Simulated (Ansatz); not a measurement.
`CCCC#N` + `[SiH3][AsH2]` → `CC[AsH][SiH3]` + `CC#N`  (substitution at a C–C bond)

Isolated molecules relaxed with PBE0-D4/def2-TZVP in Ansatz; ΔE leaves out vibrations. CBS: MP2 limit from def2 TZ/QZ plus the TZ coupled-cluster correction, frozen cores. This one scheme is used for every species. DFT in def2-TZVPP. For As outer-core shells are correlated without core-valence functions, which leaves a few kJ/mol of doubt a bond. Scalar relativity is left out up to krypton. One conformer a species, not always the lowest.

Question: Is it downhill or uphill in electronic energy at CCSD(T)/CBS, and by how much? (An estimate is asked.)

Answer: Ansatz gave: Downhill: ΔE = -6.5 kJ/mol.

Question: What do these levels give: LDA (SPW92), BLYP-D4, ωB97M-V, B2PLYP, BLYP, r2SCAN, PBE0, r2SCANh, r2SCAN0, CCSD(T)/def2-SVP, HF/CBS(def2), CCSD/CBS(def2)? (An estimate is asked.)

Answer: Ansatz gave: LDA (SPW92) 0.1, BLYP-D4 -10.6, ωB97M-V -4.1, B2PLYP -5.5, BLYP -5.1, r2SCAN -5.2, PBE0 -3.1, r2SCANh -4.4, r2SCAN0 -3.2, CCSD(T)/def2-SVP 7.4, HF/CBS(def2) 4.3, CCSD/CBS(def2) -4.5 kJ/mol.

Question: What do rigid-rotor, harmonic-oscillator terms from PBE0-D4/def2-TZVP frequencies (298.15 K, 1 bar) make of the CCSD(T)/CBS value? (Best estimate.)

Answer: Ansatz gave: ΔZPE = +2.2 kJ/mol, ΔH = -2.7 kJ/mol, ΔS = -2 J/(mol·K), ΔG = -2.2 kJ/mol.

Largest T1 diagnostic among the species: 0.012.

At CCSD(T), def2-SVP lies +13.8 kJ/mol from the extrapolated value and def2-TZVPP −0.1 kJ/mol. In def2-TZVPP, CCSD(T) changes the Hartree–Fock value by −10.3 kJ/mol (the triples alone add −1.9 kJ/mol) and MP2 by −14.7 kJ/mol. The D4 term adds −4.8 kJ/mol with B3LYP and −2.5 kJ/mol with PBE0; it sums over pairs of atoms, weighted by their polarisabilities, and B3LYP, whose exchange is more repulsive, gets the larger term.

B3LYP here is the variant with VWN-RPA as its local correlation; programs differ in this.
